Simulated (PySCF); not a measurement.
**Exercise with solution: oscillator strength and radiative lifetime**

FGeH5Si, SMILES F[SiH2][GeH3].

Coordinates come from a B3LYP-D3(BJ)/def2-SVP optimisation. This is a generated structure with no PubChem entry under its InChIKey; it may be hypothetical.

TDA-B3LYP/def2-SVPD in PySCF puts the first singlet state with f over 0.02 at 7.24 eV (vertical), with the transition dipole (-0.179, -0.763, 0.000) in atomic units.

Find the oscillator strength, the wavelength and the radiative lifetime that this transition would have in vacuum if emission retraced absorption.


|μ|² = 0.6142 au, so |μ| = 1.99 D. ΔE = 7.24/27.211 = 0.2661 hartree. f = (2/3) ΔE |μ|² = 0.109 (the program prints 0.109).
λ = 1239.84/7.24 = 171 nm; ν = 58395 cm⁻¹.
Einstein's coefficient A = 0.6670 ν² f s⁻¹ (ν in cm⁻¹) = 2.5e8 s⁻¹, so τ = 1/A = 4.0 ns. This state is S2; the lower singlet has f = 0.019. The figure is the radiative limit of this one transition; relaxation, internal conversion, crossing to triplets and a medium change what is measured.
